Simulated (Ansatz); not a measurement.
`CCBCF` + HI → `FCBI` + ethane at 500 K and 1 bar (ligand exchange at a B–C bond).

Computed with Ansatz on PBE0-D4/def2-TZVP structures; ΔE is electronic, products minus reactants. CCSD(T)/CBS is the MP2 limit (def2-TZVPP, def2-QZVPP) plus CCSD(T) − MP2 in def2-TZVPP, frozen cores. This one scheme is used for every species. Elements past krypton have def2 core potentials. For I outer-core shells are correlated without core-valence functions, which leaves a few kJ/mol of doubt a bond. One conformer a species, not always the lowest.

```csv
species,CCSD(T)/CBS energy (Eh),H − E (kJ/mol),S (J/(mol·K))
`CCBCF`,-243.54510,327.0,409.2
HI,-298.03592,28.6,221.6
`FCBI`,-461.88901,143.8,360.7
`CC`,-79.71954,220.5,259.9
```

H − E and S are ideal-gas, rigid-rotor, harmonic terms from PBE0-D4/def2-TZVP, for one conformer and one mirror image of each species. 1 Eh = 2625.50 kJ/mol, R = 8.31446 J/(mol·K).

Task: By hand: ΔE, ΔH, ΔS and ΔG.

Result: ΔE = (-461.88901) + (-79.71954) − (-243.54510) − (-298.03592) = -0.02753 Eh = -72.3 kJ/mol. Δ(H − E) = 143.8 + 220.5 − 327.0 − 28.6 = 8.7, so ΔH = -63.6 kJ/mol. ΔS = 360.7 + 259.9 − 409.2 − 221.6 = -10.2 J/(mol·K). ΔG = -63.6 − 500 × (-10.2)/1000 = -58.5 kJ/mol.

Task: By hand: the equilibrium constant, and the temperature at which ΔG would vanish if ΔH and ΔS stayed fixed.

Result: log₁₀ K = −ΔG/(RT ln 10) = 6.1. ΔG = 0 at ΔH/ΔS = 6235 K, far beyond where these terms or the molecules hold.

The number of gas molecules stays the same, so ΔS is small and ΔH decides. A doubt of 5 kJ/mol in ΔE shifts log₁₀ K by 0.5 here. Other conformers and mirror images would add mixing entropy, several J/(mol·K) or more a flexible species. Modes under 60 cm⁻¹, often nearly free rotors, make the harmonic entropy too high. These are equilibria of isolated gas molecules and say nothing of rates. Largest T1 diagnostic: 0.012 (customary marks: 0.02 for closed shells, 0.045 for open ones).
